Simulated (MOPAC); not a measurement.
Input file for MOPAC: PM7 on GaH4N (SMILES [NH2][GaH2]), a point of a torsion scan.

```
PM7 1SCF PRECISE CHARGE=0 THREADS=1
GaH4N

N     -0.91569023 1    -0.04658913 1     0.01361008 1
Ga     0.75259966 1     0.35189609 1    -0.55632164 1
H     -1.54523302 1     0.60973885 1     0.46233430 1
H     -1.47178002 1    -0.81290869 1    -0.35146441 1
H      1.55342008 1     1.44797170 1     0.18877847 1
H      1.40788826 1    -0.48665175 1    -1.68389129 1
```

It printed:

```
*******************************************************************************
 **                                                                           **
 **                              MOPAC v23.2.5                                **
 **                                                                           **
 *******************************************************************************
 ** MOPAC's Digital Object Identifier: https://doi.org/10.5281/zenodo.6511958 **
 **                                                                           **
 ** Please cite the open-source release paper for use of this MOPAC version:  **
 ** J. E. Moussa and J. J. P. Stewart (2026)                                  **
 ** MOPAC: An open-source semiempirical molecular orbital program             **
 ** J. Open Source Softw., 11(119), 8025, https://doi.org/10.21105/joss.08025 **
 *******************************************************************************

                              PM7 CALCULATION RESULTS

 *******************************************************************************
 *  PM7        - The PM7 Hamiltonian to be used
 *
 *
 *
 *                 CHARGE ON SYSTEM = 0
 *
 *
 *
 *  PRECISE    - TIGHTER CRITERIA TO BE USED
 *  1SCF       - DO 1 SCF AND THEN STOP
 *  THREADS=1  - MULTI-THREADING NOT USED
 *  T=         - A TIME OF 172800.0 SECONDS REQUESTED
 *  DUMP=N     - RESTART FILE WRITTEN EVERY 7200.0 SECONDS REQUESTED
 *******************************************************************************
PM7 1SCF PRECISE CHARGE=0 THREADS=1
 GaH4N

   ATOM   CHEMICAL          X               Y               Z
  NUMBER   SYMBOL      (ANGSTROMS)     (ANGSTROMS)     (ANGSTROMS)

     1       N         -0.91569023  *  -0.04658913  *   0.01361008  *
     2      Ga          0.75259966  *   0.35189609  *  -0.55632164  *
     3       H         -1.54523302  *   0.60973885  *   0.46233430  *
     4       H         -1.47178002  *  -0.81290869  *  -0.35146441  *
     5       H          1.55342008  *   1.44797170  *   0.18877847  *
     6       H          1.40788826  *  -0.48665175  *  -1.68389129  *



          CARTESIAN COORDINATES

    NO.       ATOM           X           Y           Z

     1         N         -0.9157     -0.0466      0.0136
     2        Ga          0.7526      0.3519     -0.5563
     3         H         -1.5452      0.6097      0.4623
     4         H         -1.4718     -0.8129     -0.3515
     5         H          1.5534      1.4480      0.1888
     6         H          1.4079     -0.4867     -1.6839

 General Reference for PM7:
 "Optimization of Parameters for Semiempirical Methods VI: More Modifications to the
 NDDO Approximations and Re-optimization of Parameters", J. J. P. Stewart, J. Mol. Mod., 1:32, 19 (2013)
 https://link.springer.com/article/10.1007/s00894-012-1667-x

           Empirical Formula: H4 N Ga  =     6 atoms



      MOLECULAR POINT GROUP   :   C1


      RHF CALCULATION, NO. OF DOUBLY OCCUPIED LEVELS = 6


 -------------------------------------------------------------------------------
 PM7 1SCF PRECISE CHARGE=0 THREADS=1
 GaH4N



     1SCF WAS SPECIFIED, SO BFGS WAS NOT USED
     SCF FIELD WAS ACHIEVED


                              PM7 CALCULATION
                                                       MOPAC v23.2.5 Linux




          FINAL HEAT OF FORMATION =          1.54876 KCAL/MOL =       6.47999 KJ/MOL


          COSMO AREA              =         82.66 SQUARE ANGSTROMS
          COSMO VOLUME            =         63.95 CUBIC ANGSTROMS

          IONIZATION POTENTIAL    =          9.227709 EV
          HOMO LUMO ENERGIES (EV) =         -9.228  1.380
          NO. OF FILLED LEVELS    =          6
          MOLECULAR WEIGHT        =         87.7733         POINT GROUP:  C1

          MOLECULAR DIMENSIONS (Angstroms)

            Atom       Atom       Distance
            H     5    H     4     3.81514
            H     6    H     3     3.55003
            H     4    H     3     0.27222


          SCF CALCULATIONS        =          1





   ATOM   CHEMICAL          X               Y               Z
  NUMBER   SYMBOL      (ANGSTROMS)     (ANGSTROMS)     (ANGSTROMS)

     1       N         -0.91569023  *  -0.04658913  *   0.01361008  *
     2      Ga          0.75259966  *   0.35189609  *  -0.55632164  *
     3       H         -1.54523302  *   0.60973885  *   0.46233430  *
     4       H         -1.47178002  *  -0.81290869  *  -0.35146441  *
     5       H          1.55342008  *   1.44797170  *   0.18877847  *
     6       H          1.40788826  *  -0.48665175  *  -1.68389129  *

                             CARTESIAN COORDINATES

   1    N       -0.915690230    -0.046589130     0.013610080
   2   Ga        0.752599660     0.351896090    -0.556321640
   3    H       -1.545233020     0.609738850     0.462334300
   4    H       -1.471780020    -0.812908690    -0.351464410
   5    H        1.553420080     1.447971700     0.188778470
   6    H        1.407888260    -0.486651750    -1.683891290


           Empirical Formula: H4 N Ga  =     6 atoms



      MOLECULAR POINT GROUP   :   C1


                  EIGENVALUES
 -34.39238 -18.97480 -15.63744 -12.89757 -10.74262  -9.22771   1.38035   3.09022
   3.61205   4.72096   6.99716   7.45679


              NET ATOMIC CHARGES AND DIPOLE CONTRIBUTIONS

  ATOM NO.   TYPE          CHARGE      No. of ELECS.   s-Pop       p-Pop
    1          N          -0.869808        5.8698     1.58958     4.28023
    2         Ga           0.290320        2.7097     1.15110     1.55858
    3          H           0.267118        0.7329     0.73288
    4          H           0.263508        0.7365     0.73649
    5          H           0.025655        0.9743     0.97434
    6          H           0.023207        0.9768     0.97679
 DIPOLE           X         Y         Z       TOTAL
 POINT-CHG.     1.378     0.563    -0.849     1.714
 HYBRID        -1.471    -0.166     0.159     1.488
 SUM           -0.093     0.397    -0.690     0.802


          ATOMIC ORBITAL ELECTRON POPULATIONS

     Atom    s        px        py        pz
    1  N   1.58958   1.28462   1.34123   1.65437
    2 Ga   1.15110   0.49204   0.54461   0.52194
    3  H   0.73288
    4  H   0.73649
    5  H   0.97434
    6  H   0.97679

 **********************
 *                    *
 * JOB ENDED NORMALLY *
 *                    *
 **********************




 == MOPAC DONE ==
```

The run finished.

Cost: roughly 0.04 core-seconds.
